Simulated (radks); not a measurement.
Task: Er, 68 electrons, occupied as [Xe] 4f12 6s2. Method: Dirac Kohn-Sham, BLYP, spin-unpolarised, spherical densities, finite nucleus; open shells fill j = l - 1/2 first; Fermi nuclear charge, rms radius 5.2516 fm; computed with a radial shooting solver on a logarithmic mesh with Libxc functionals.

Spin-orbit splittings of the eigenvalues, e(l+1/2) - e(l-1/2), with zeta = 2 splitting/(2l+1) and mean radii in bohr:

shell  occ.  splitting (eV)  zeta (eV)  <r> j=l-1/2  <r> j=l+1/2
2p        6               ?          ?      0.07146      0.07874
3p        6           192.6      128.4       0.2146       0.2283
3d       10           42.10      16.84       0.2012       0.2055
4p        6           43.38      28.92       0.5171       0.5486
4d       10           7.881      3.153       0.5774       0.5886
4f       12           1.081     0.3088       0.8226       0.8477
5p        6           5.349      3.566        1.421        1.537

Estimate the 2p splitting.

Result: 917.2 eV (zeta = 611.4 eV).
